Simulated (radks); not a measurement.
Task: The iridium ion Ir3+, 74 electrons, occupied as [Xe] 4f14 5d6 (the NIST ground configuration). Calculated with a radial shooting solver on a logarithmic mesh with Libxc functionals: Dirac Kohn-Sham, exchange-only LDA, spin-unpolarised, spherical densities, finite nucleus; open shells are shared between the two j in proportion to 2j + 1; Fermi nuclear charge, rms radius 5.4032 fm. Some entries of the table are withheld. Estimate them.

orbital,occ.,eigenvalue (Ry),<1/r> (bohr^-1)
1s1/2,2,-5582.217,92.06
2s1/2,2,-977.7568,22.54
2p1/2,2,-937.2900,22.52
2p3/2,4,-817.8059,18.58
3s1/2,2,-230.3224,8.274
3p1/2,2,-212.0820,8.194
3p3/2,4,-185.9282,7.171
3d3/2,4,-155.2464,(1)
3d5/2,6,-149.5893,(2)
4s1/2,2,-50.81010,3.495
4p1/2,2,(3),(4)
4p3/2,4,(5),(6)
4d3/2,4,-24.21624,2.822
4d5/2,6,-23.06457,2.738
5s1/2,2,(7),1.398
5p1/2,2,-6.95888,(8)
4f5/2,6,-6.91214,2.334
4f7/2,8,-6.68260,2.300
5p3/2,4,-5.93865,(9)
5d3/2,2.4,-2.68195,0.8500
5d5/2,3.6,-2.57573,0.8223

Result: 
(1) 3d3/2 <1/r> (bohr^-1): 7.070
(2) 3d5/2 <1/r> (bohr^-1): 6.833
(3) 4p1/2 eigenvalue (Ry): -43.10445
(4) 4p1/2 <1/r> (bohr^-1): 3.387
(5) 4p3/2 eigenvalue (Ry): -36.90087
(6) 4p3/2 <1/r> (bohr^-1): 3.029
(7) 5s1/2 eigenvalue (Ry): -9.39903
(8) 5p1/2 <1/r> (bohr^-1): 1.273
(9) 5p3/2 <1/r> (bohr^-1): 1.145
